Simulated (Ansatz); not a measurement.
Species: H₂B₂Si, SMILES `B1=[SiH]B1` (charge 0, multiplicity 1).

Q: Give a relaxed geometry from PBE0-D3(BJ)/def2-TZVP run with Ansatz (an electronic-structure program).

A: the end point of this relaxation (outside a Z-matrix the atoms follow the SMILES, hydrogens last).
Bonded distances (Å): B1–Si2 1.773, B1–B3 1.537, Si2–B3 2.033, Si2–H4 1.490, B3–H5 1.184. Bond angles (°): Si2–B1–B3 75.4, B1–Si2–B3 47.0, B1–Si2–H4 168.8, B3–Si2–H4 144.2, B1–B3–Si2 57.6, B1–B3–H5 166.4, Si2–B3–H5 136.1.
